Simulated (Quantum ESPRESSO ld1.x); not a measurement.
Problem. These are the eigenvalues of the occupied orbitals of an atom or ion with whole-number occupations (eV). Calculated with ld1.x of Quantum ESPRESSO 7.5: Dirac Kohn-Sham, LDA (Slater exchange, Gunnarsson-Lundqvist correlation), spin-unpolarised, spherical densities, point nucleus.

1s1/2: -43350.9
2s1/2: -7036.02
2p1/2: -6660.69
2p3/2: -6141.30
3s1/2: -1551.23
3p1/2: -1390.67
3p3/2: -1287.05
3d3/2: -1006.45
3d5/2: -984.032
4s1/2: -333.144
4p1/2: -272.498
4p3/2: -249.755
4d3/2: -149.832
4d5/2: -145.793
5s1/2: -67.9930
5p1/2: -50.9914
5p3/2: -47.5383
4f5/2: -31.7698
4f7/2: -31.3037

Which element is it, and in what charge state? The configuration may be excited. Open shells, if any, are shared by 2j + 1.

Solution. Z = 60, neodymium, charge +3: Nd3+ in [Xe] 4f3. The list shows which subshells hold electrons but not how many an open one holds; the 1s level, -1593.1 hartree, gives Z - s = 56.4 by -(Z - s)^2/2, which with screening and relativity narrows Z to a few neighbours, and the depths of the outer levels then fix element, charge and occupations together.
